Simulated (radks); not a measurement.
Results of a calculation; reference values are marked as such.
Hg68+, 12 electrons, occupied as [Ne] 3s2. Code: a radial shooting solver on a logarithmic mesh with Libxc functionals. Model: Dirac Kohn-Sham, PBE, spin-unpolarised, spherical densities, point nucleus.

Radial electron density D(r) = 4 pi r^2 rho(r):

| r (bohr) | D(r) (e/bohr) |
|---|---|
| 0.0009653 | 10.79 |
| 0.001071 | 12.56 |
| 0.001188 | 14.59 |
| 0.001329 | 17.10 |
| 0.001475 | 19.78 |
| 0.001637 | 22.81 |
| 0.001831 | 26.51 |
| 0.002031 | 30.38 |
| 0.002272 | 35.05 |
| 0.002521 | 39.86 |
| 0.002797 | 45.13 |
| 0.003129 | 51.30 |
| 0.003472 | 57.46 |
| 0.003852 | 63.98 |
| 0.004309 | 71.29 |
| 0.004781 | 78.23 |
| 0.005348 | 85.66 |
| 0.005934 | 92.32 |
| 0.006584 | 98.51 |
| 0.007364 | 104.4 |
| 0.008171 | 108.8 |
| 0.00914 | 112.1 |
| 0.01014 | 113.7 |
| 0.01125 | 113.8 |
| 0.01259 | 112.1 |
| 0.01397 | 109.0 |
| 0.0155 | 105.0 |
| 0.01733 | 100.1 |
| 0.01923 | 95.87 |
| 0.02151 | 92.50 |
| 0.02387 | 91.29 |
| 0.02649 | 92.51 |
| 0.02963 | 96.75 |
| 0.03287 | 103.1 |
| 0.03648 | 110.8 |
| 0.0408 | 119.0 |
| 0.04527 | 124.6 |
| 0.05063 | 126.4 |
| 0.05618 | 122.9 |
| 0.06234 | 113.8 |
| 0.06973 | 98.67 |
| 0.07737 | 81.52 |
| 0.08654 | 62.55 |
| 0.09603 | 47.01 |
| 0.1066 | 35.16 |
| 0.1192 | 26.96 |
| 0.1322 | 22.73 |
| 0.1467 | 20.22 |
| 0.1641 | 17.72 |
| 0.1821 | 14.74 |
| 0.2037 | 10.84 |
| 0.226 | 7.195 |
| 0.2508 | 4.171 |
| 0.2805 | 1.963 |
| 0.3113 | 0.8225 |
| 0.3454 | 0.2881 |
| 0.3863 | 0.07475 |
| 0.4286 | 0.01707 |
| 0.4794 | 0.002664 |
| 0.532 | 0.0003612 |

D(r) has 2 maxima, at r = 0.0107, 0.0498 bohr, and minima at 0.0239 bohr, inside which lie 2.12 electrons.
